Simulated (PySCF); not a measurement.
CH₇NO₂Si, SMILES CO[SiH](N)O at its PBE0/def2-SVP optimised geometry (Å):

```
12

Si     0.4048    -0.3747     0.0000
N     -0.4029    -1.0766    -1.3362
O     -0.1572     1.1894     0.0000
O      0.0536    -1.2339     1.3719
C     -1.2383    -1.6060     1.7709
H      1.8930    -0.3747     0.0000
H     -0.2868    -2.0497    -1.5877
H     -0.6891    -0.5053    -2.1214
H      0.3666     1.8162     0.5060
H     -1.1762    -2.5144     2.3910
H     -1.8930    -1.8162     0.9070
H     -1.7147    -0.8137     2.3749
```

Method: PySCF with PBE0/def2-TZVP.

Map of the electron localisation function on the plane z = 0.8 Å:

```
|0000000000000000000000000000000|
|0000000000000000000000000000000|
|0000000000000000000000000000000|
|0000000000000000000000000000000|
|0000000000000001233100000000000|
|0000000000000013565410000000000|
|0000000000000136777630000000000|
|0000000000112258998640000000000|
|0000000001233468998630000000000|
|0000000012455668998510000000000|
|0000000013566777775200000000000|
|0000000002467776542100000000000|
|0000000001356776532000134310000|
|0000000000124555431113688851000|
|0000000000001222211247999984000|
|0000000000000111111379999996100|
|0000000000000244211279999997100|
|0000000000002577531258999997100|
|0000023442102688863126999995000|
|0001368886312688874112689973000|
|0003799999622578875100246641000|
|0015899999832478875200001100000|
|0016999999941367875200000000000|
|0016999999941136665200000000000|
|0004899999730013443200000000000|
|0001589987410001222100000000000|
|0000145653100000000000000000000|
|0000001110000000000000000000000|
|0000000000000000000000000000000|
|0000000000000000000000000000000|
|0000000000000000000000000000000|
```
Scale: ten equal steps from 0.000 (start of '0') to 1.000 (end of '9'), in the order '0123456789'; x runs from -4.00 to 4.00, y from -4.00 (bottom) to 4.00 (top).
